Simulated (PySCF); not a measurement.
CBr, SMILES [C]Br (connectivity only; charge and spin as stated), neutral, multiplicity 2. Atoms are numbered in the order given.

```xyz
2

C      0.0000     0.0000    -1.5625
Br     0.0000     0.0000     0.2679
```
Charge 0, spin multiplicity 2.

Coordinates come from a B3LYP-D3(BJ)/def2-TZVPD optimisation.

Method: B3LYP-D3(BJ)/def2-TZVPD run with PySCF 2.14.0.

Frequencies are harmonic and unscaled.

```tsv
mode	ν (cm⁻¹)	IR (km/mol)	moving atoms (share of kinetic energy)
1	711	97.6	C 87 %, Br 13 %
```
